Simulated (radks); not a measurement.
Q: These are the eigenvalues of the occupied orbitals of an atom or ion with whole-number occupations (hartree). Calculated with a radial shooting solver on a logarithmic mesh with Libxc functionals: scalar-relativistic Kohn-Sham, LDA (Slater exchange, Perdew-Wang correlation), spin-polarised, spherical densities, finite nucleus; Fermi nuclear charge, rms radius of each element as measured or else 0.836 A^(1/3) + 0.57 fm.

1s up: -18.78269
1s down: -18.72943
2s up: -0.91698
2s down: -0.80333
2p up: -0.38057
2p down: -0.27219

Which element is it, and in what charge state? The configuration may be excited. Open shells, if any, are filled with parallel spins first.

A: Z = 8, oxygen, charge 0: O in [He] 2s2 2p4. The list shows which subshells hold electrons but not how many an open one holds; the 1s level, -18.783 hartree, gives Z - s = 6.1 by -(Z - s)^2/2, which with screening and relativity narrows Z to a few neighbours, and the depths of the outer levels then fix element, charge and occupations together.
